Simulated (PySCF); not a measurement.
C6H5F3.
Numbering: `[CH2:1]=[CH:2]/[CH:3]=[CH:4]\[C:5]([F:6])=[C:7]([F:8])[F:9]` (hydrogens: H10, H11 on C1; H12 on C2; H13 on C3; H14 on C4)

Cartesian coordinates in Å at the PBE0-D3(BJ)/def2-SVP level; atoms count from 1:
```xyz
14
C6H5F3 angstrom
C     -2.690    0.007    1.050
C     -1.384    0.020    0.739
C     -0.906   -0.066   -0.626
C      0.371   -0.059   -1.075
C      1.588    0.048   -0.311
F      1.529    0.181    1.018
C      2.816    0.029   -0.858
F      3.924    0.138   -0.178
F      3.029   -0.101   -2.143
H     -3.030    0.071    2.087
H     -3.460   -0.068    0.275
H     -0.643    0.096    1.537
H     -1.684   -0.150   -1.393
H      0.537   -0.141   -2.152
```

The closed-shell ground state was solved at several levels (PySCF, density fitting, gas phase, non-relativistic).

| level | basis functions | total energy (Eh) | HOMO (eV) | LUMO (eV) | gap (eV) | dipole (D) |
| --- | --- | --- | --- | --- | --- | --- |
| wB97X-D/pcSseg-1 | 178 | -530.8744 | -8.05 | 0.02 | 8.07 | 1.42 |
| B3LYP/pcJ-1 | 293 | -531.1096 | -6.15 | -1.78 | 4.37 | 1.32 |
| CAM-B3LYP/def2-SVPD | 229 | -530.5314 | -7.61 | -0.66 | 6.95 | 1.55 |

Q: Estimate the row for PBE0/pcSseg-1, a basis of 178 functions; the other rows only guide the guess.

A: Total energy -530.4854 Eh, HOMO -6.35 eV, LUMO -1.61 eV, gap 4.74 eV, dipole 1.30 D.

Q: Over all these levels, which gives the widest orbital gap and which the narrowest?

A: wB97X-D/pcSseg-1 (range-separated hybrid) has the widest, 8.07 eV, and B3LYP/pcJ-1 (global hybrid, 20 % exact exchange) the narrowest, 4.37 eV. Functional and basis both differ between the two, so the spread mixes both effects.

Q: How far do the dipole and the HOMO energy spread over the levels?

A: The dipole runs from 1.30 to 1.55 D (mean 1.40 D) and the HOMO from -8.05 to -6.15 eV.

One conformer stands for the species.

The pairwise dispersion term of wB97X-D wasn't added to the energies; at a given geometry it leaves orbitals and properties as they are.
